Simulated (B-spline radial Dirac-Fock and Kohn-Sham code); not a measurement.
K-line shifts caused by a second vacancy in Hf²⁺

System: hafnium as Hf²⁺, configuration 1s2 2s2 2p6 3s2 3p6 3d10 4s2 4p6 4d10 4f14 5s2 5p6 5d2.

Method: Dirac-Fock ΔSCF + Breit + QED. Computed with a radial B-spline solver. Each two-hole energy is an average over J within one jj subconfiguration, not an observable level; in light atoms, where LS coupling holds, the j-resolved values are not observed lines, and for a K spectator the Kα1 hypersatellite is nearly forbidden. The model has no electron correlation.

Lines without a spectator: Kα2 (K-L2) 54601.5 eV, Kα1 (K-L3) 55779.9 eV, Kβ3 (K-M2) 62971.8 eV, Kβ1 (K-M3) 63227.7 eV. Shifts in eV with one spectator hole (a dash: not computed, or left out as unreliable):

```
spectator hole     Kα2      Kα1      Kβ3      Kβ1
        K (1s)  +942.0  +1009.0  +1218.3  +1233.8
    L2 (2p1/2)  +118.9   +159.2        –   +305.9
    L3 (2p3/2)   +92.2   +100.3   +234.2        –
    M2 (3p1/2)       –   +24.90    +48.6    +57.6
    M3 (3p3/2)  +14.05        –    +42.1    +42.4
    M4 (3d3/2)   +4.80    +1.40        –        –
    M5 (3d5/2)   -0.44    +3.43        –        –
```
